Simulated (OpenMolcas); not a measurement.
## Levels of Ne IV by method

```yaml
Program: OpenMolcas 26.06
Basis: ANO-RCC [8s7p4d3f2g]
Scalar_Hamiltonian: DKH2, point nucleus
Active_space: 5 electrons in 8 orbitals (2s 2p 3s 3p)
State_averaging: 2S+1 = 4 odd, 1 root; 2S+1 = 2 odd, 8 roots; 2S+1 = 4 even, 3 roots; 2S+1 = 2 even, 6 roots
Spin-orbit_coupling: RASSI with atomic mean-field integrals over the reference wave functions, term energies averaged over their components
```

Methods on the same reference wave functions:
A. CASSCF
B. SS-CASPT2, IPEA 0.25 Eh, imaginary shift 0.1 Eh (closed shells correlated: 1s)

Energies in eV above 2s2 2p3 4S* 3/2, the measured ground level; measured values from Moore, Atomic Energy Levels, vol. I, NSRDS-NBS 35 (1971 reprint of NBS Circular 467, 1949).

```tsv
Level	A	B	Measured
2s2 2p3 4S* 3/2	0.0000	0.0000	0.0000
2s2 2p3 2D* 3/2	5.5991	5.178	
2s2 2p3 2D* 5/2	5.6047	5.183	
2s2 2p3 2P* 1/2	7.6580	7.781	
2s2 2p3 2P* 3/2	7.6631	7.785	
2s 2p4 4P 5/2	22.8183	22.861	22.7957
2s 2p4 4P 3/2	22.8853	22.928	22.8722
2s 2p4 4P 1/2	22.9248	22.968	22.9122
2s 2p4 2D 3/2	32.8383	31.653	
2s 2p4 2D 5/2	32.8399	31.655
```

Deviations, from unrounded energies. A percentage is the sum of absolute deviations over the sum of measured energies, with the sign that they share, or ± where signs differ.

```json
{"Against measurement": "mean absolute deviation (cm-1)", "Levels": "3", "A": "130", "B": "480"}
{"Against measurement": "other configurations (%)", "Levels": "3", "A": "+0.1", "B": "+0.3"}
```

A lies closest to measurement on these levels. The largest miss of A in the table is 2s 2p4 4P 5/2, by +180 cm-1. The ranking rests on the paired levels alone, and a cruder setting can come out closer through cancelling errors.

From A to B the spin-free energies of the other terms of 2s2 2p3 shown, above 4S*, scale by factors of 0.92 to 1.02.

The lowest spin-free term lies below A's lowest term by 0.137 hartree in B.

CASPT2 does not keep the components of a term degenerate, so their means are used; among the terms shown or strongly mixed into the levels shown the widest spread is 89 cm-1 (2s 2p4 2D, B). Active for correlation alone: 3p 3s; no level in the range computed is led by a configuration that fills them, so any true level of that kind is missing. Computed and measured levels are paired by configuration, term and J; levels that our copy of the source lacks, or whose pairing is in doubt (as where it misses far off the trend of its configuration), stay unpaired and out of the deviations. Only configurations of the active space appear. Levels that lie high or do not pair safely by name in every column are left out.

* marks odd parity.
